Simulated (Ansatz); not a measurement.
Reactions of FH$_{5}$O$_{4}$Si$_{2}$, SMILES `O[SiH](O)O[SiH](O)F`.

Gas-phase electronic energies from Ansatz, PBE0-D4/def2-TZVP geometries. CBS: MP2 limit from def2 TZ/QZ plus the TZ coupled-cluster correction, frozen cores. This one scheme is used for every species. DFT in def2-TZVPP. Elements past krypton have def2 core potentials. For Ge, I outer-core shells are correlated without core-valence functions, which leaves a few kJ/mol of doubt a bond. Scalar relativity is left out up to krypton. One conformer a species, not always the lowest.

```json
{"reaction": "`O[SiH](O)O[SiH](O)F` + `F[SiH2]C1CO1` → `O[Si@@H](F)[C@@H]1CO1` + `O[SiH](O)O[SiH2]F`", "HF/CBS(def2) (eV)": "0.05", "ωB97M-V (eV)": "0.06"}
{"reaction": "`O[SiH](O)O[SiH](O)F` + `[SiH3]S` → `O[SiH](F)[SiH2]S` + `O[SiH](O)O`", "HF/CBS(def2) (eV)": "1.89", "ωB97M-V (eV)": "1.57"}
{"reaction": "`O[SiH](O)O[SiH](O)F` + `CB1CC1` → `C[SiH](O)O[SiH](O)O` + `FB1CC1`", "HF/CBS(def2) (eV)": "0.54", "ωB97M-V (eV)": "0.39"}
{"reaction": "`O[SiH](O)O[SiH](O)F` + H–F → `O[SiH](O)F` + `O[SiH](O)F`", "HF/CBS(def2) (eV)": "-0.35", "ωB97M-V (eV)": "-0.27"}
{"reaction": "`O[SiH](O)O[SiH](O)F` + `[SiH3]S` → `O[SiH](O)S[SiH3]` + `O[SiH](O)F`", "HF/CBS(def2) (eV)": "0.92", "ωB97M-V (eV)": "0.68"}
{"reaction": "`O[SiH](O)O[SiH](O)F` + `F[Si](F)(F)[SiH3]` → `O[SiH](O)O[Si](O)(F)F` + `F[SiH](F)[SiH3]`", "HF/CBS(def2) (eV)": "0.01", "ωB97M-V (eV)": "0.05"}
{"reaction": "`O[SiH](O)O[SiH](O)F` + `O[SiH](O)S` → `O[SiH](O)S[SiH](O)F` + `O[SiH](O)O`", "HF/CBS(def2) (eV)": "0.94", "ωB97M-V (eV)": "0.59"}
{"reaction": "`O[SiH](O)O[SiH](O)F` + `[OH][GeH3]` → `O[SiH](F)[O][GeH3]` + `O[SiH](O)O`", "HF/CBS(def2) (eV)": "-0.04", "ωB97M-V (eV)": "-0.01"}
{"reaction": "`O[SiH](O)O[SiH](O)F` + `N[CH](F)[GeH3]` → `N[C@@H](F)[Si@@H](O)F` + `O[SiH](O)[O][GeH3]`", "HF/CBS(def2) (eV)": "0.92", "ωB97M-V (eV)": "0.92"}
{"reaction": "`O[SiH](O)O[SiH](O)F` + HI → `O[SiH](F)I` + `O[SiH](O)O`", "HF/CBS(def2) (eV)": "0.72", "ωB97M-V (eV)": "0.56"}
```

Task: Give the CCSD(T)/CBS values in the same order. (Estimate.)

Result: Computed: 0.05, 1.55, 0.44, -0.23, 0.67, 0.04, 0.61, -0.01, 0.96, 0.54 eV.

Largest T1 diagnostic: 0.013, for `F[Si](F)(F)[SiH3]`.
